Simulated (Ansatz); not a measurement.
Ansatz (an electronic-structure program) input (CCSD(T)/aug-cc-pV(D+d)Z):
A basis named .json is the Basis Set Exchange file of that set.

Ansatz 0.2 input:
```yaml
crystal:
  periodic: [false, false, false]
  atoms:
    - {symbol: Si, position_ang: [-1.11042029, -0.08949484, 0.26156597]}
    - {symbol: P, position_ang: [1.07640026, 0.11080290, -0.26180823]}
    - {symbol: H, position_ang: [-1.90868884, 0.17960327, -0.96650155]}
    - {symbol: H, position_ang: [-1.44256787, 0.94929489, 1.27566173]}
    - {symbol: H, position_ang: [1.17425847, -1.10142406, -0.99033351]}
    - {symbol: H, position_ang: [1.57687840, -0.43658982, 0.94637320]}
basis:
  gaussian:
    orbitals: aug-cc-pV_D+d_Z.json
magnetization: {spin_polarized: true, initial_magnetization: 1}
correlation: {method: ccsd_t, electrons: outside_noble_gas}
output: {forces: true}
```

End of the output:

```
cycle   9  -7.29931102 eV  change    3.3e-5 eV  update   6.5e-5
cycle  10  -7.29930771 eV  change    3.3e-6 eV  update   2.8e-5
cycle  11  -7.29931082 eV  change   -3.1e-6 eV  update   1.1e-5
cycle  12  -7.29930875 eV  change    2.1e-6 eV  update   4.0e-6
cycle  13  -7.29930748 eV  change    1.3e-6 eV  update   1.6e-6
perturbative correction -0.24612282 eV, -0.0090448470 hartree
the calculation of the forces begins
Total energy: -17204.34175193 eV, -632.2478978618 hartree
Atom 0 at    -1.110420    -0.089495     0.261566 Å, force    -0.130444    -0.055246     0.046083 eV/Å
Atom 1 at     1.076400     0.110803    -0.261808 Å, force     0.151171     0.303753    -0.135699 eV/Å
Atom 2 at    -1.908689     0.179603    -0.966502 Å, force    -0.073560    -0.007566    -0.089245 eV/Å
Atom 3 at    -1.442568     0.949295     1.275662 Å, force    -0.035195     0.055785     0.095301 eV/Å
Atom 4 at     1.174258    -1.101424    -0.990334 Å, force     0.012467    -0.200456    -0.109968 eV/Å
Atom 5 at     1.576878    -0.436590     0.946373 Å, force     0.075561    -0.096271     0.193529 eV/Å
Dipole moment:     0.023895    -0.119646     0.036105 e Å
```

It need not be the lowest isomer of its formula.
